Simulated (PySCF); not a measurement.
SMILES [SiH](C)([Si](O)(O)O)C (C2H10O3Si2), GFN2-xTB optimised geometry. Atoms within 1.6 Å of the plane z = 0.0 Å (x, y, z in Å): Si1 (-0.77, 0.00, 0.00), C2 (0.06, 1.13, -1.29), Si4 (0.13, -2.12, 0.00), O5 (-0.33, -2.96, -1.32), O6 (1.76, -2.12, 0.00), O7 (-0.35, -2.98, 1.31), H8 (-2.22, -0.01, -0.32), H9 (1.12, 1.25, -1.08), H10 (-0.39, 2.12, -1.30), H15 (-1.18, -3.40, -1.31), H16 (2.22, -2.06, -0.83).

Calculation: PBE0/def2-SVP run with PySCF 2.14.0. Cells within 0.4 Å of a nucleus heavier than hydrogen are left out (blank, or x).

Map of the electron localisation function on the plane z = 0.0 Å:

```
|0000000000000000000000000000000|
|0000000000000000000000000000000|
|0000000000000000000000000000000|
|0000000000000000000000000000000|
|0000000000000000000000000000000|
|0000000000000000000000000000000|
|0000000000000000000000000000000|
|0000000000000000000000000000000|
|0000000000000000000010000000000|
|0000000000000000001122000000000|
|0000011000001111111232100000000|
|0000245421112333211232100000000|
|0002789985322355311111000000000|
|0006999999500014410000000000000|
|001899999931xx11310000000000000|
|002899999925xx30320000000000000|
|001899999931xx12530000000000000|
|0006999999600038841001110000000|
|0002799986557999951135431000000|
|0000245432479999743467752100000|
|0000001111368830015788863100000|
|000000000013511xx0587x875200000|
|000000000001106xx348xxx85200000|
|000000000000102xx158xx775200000|
|0000000000001100005888874100000|
|0000000000001121112578753100000|
|0000000000000011111256542000000|
|0000000000000000000023320000000|
|0000000000000000000000000000000|
|0000000000000000000000000000000|
|0000000000000000000000000000000|
```
Scale: ten equal steps from 0.000 (start of '0') to 1.000 (end of '9'), in the order '0123456789'; x runs from -4.50 to 4.50, y from -4.50 (bottom) to 4.50 (top).
